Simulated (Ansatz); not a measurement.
Total energies of C3H9NZn (`C[CH](C)[Zn][NH2]`).

```xyz
14

C     0.630    1.312    0.959
C     0.291    0.552   -0.321
C     1.517   -0.189   -0.850
Zn   -1.243   -0.633   -0.086
N    -2.595   -1.821    0.208
H     1.474    1.996    0.796
H    -0.207    1.912    1.325
H     0.925    0.636    1.768
H    -0.012    1.287   -1.078
H     1.862   -0.955   -0.149
H     1.326   -0.685   -1.806
H     2.356    0.502   -1.004
H    -2.960   -2.358   -0.565
H    -3.366   -1.558    0.804
```

Charge 0, multiplicity 1. For Zn the d shell is correlated and the shells below it are frozen. Scalar relativity is left out up to krypton. The structure was optimised at the PBE0-D4/def2-TZVP level. It is one conformer, not always the lowest. Basis def2-TZVPP, Ansatz 0.2.0.

RPA on PBE orbitals: Hartree–Fock energy of these orbitals -1951.07247 Eh, correlation -1.90002 Eh (frozen core).

```tsv
functional	energy without D4 (Eh)	D4 term (kJ/mol)
LDA (SPW92)	-1949.47060	–
PBE	-1953.44805	-24.2
revPBE	-1953.77945	-78.5
PBE0	-1953.49039	-20.4
r2SCANh	-1953.80918	-6.6
HSE06 (plane-wave form)	-1953.47806	-19.0
LC-ωPBE	-1953.62242	–
ωB97M-V	-1953.75835	–
B2PLYP	-1953.51332	–
PBE-QIDH	-1953.22235	–
```

Task: Give the same for BLYP, r2SCAN, B97M-V, B3LYP, r2SCAN0, BHLYP, CAM-B3LYP, ωB97X-V. (Estimate.)

Result: Computed: 
```tsv
functional	energy without D4 (Eh)	D4 term (kJ/mol)
BLYP	-1953.94686	-53.5
r2SCAN	-1953.83276	-6.3
B97M-V	-1953.58960	–
B3LYP	-1954.01516	-38.7
r2SCAN0	-1953.77588	-7.3
BHLYP	-1953.79521	-28.5
CAM-B3LYP	-1953.97030	-20.6
ωB97X-V	-1953.73337	–
```

B3LYP takes the VWN-RPA correlation (the form of Gaussian; ORCA's B3LYP/G). HSE06 is the plane-wave form, built on full-range PBE exchange. The double hybrids freeze the cores in their second-order part.

LC-ωPBE has ω = 0.4 bohr⁻¹.
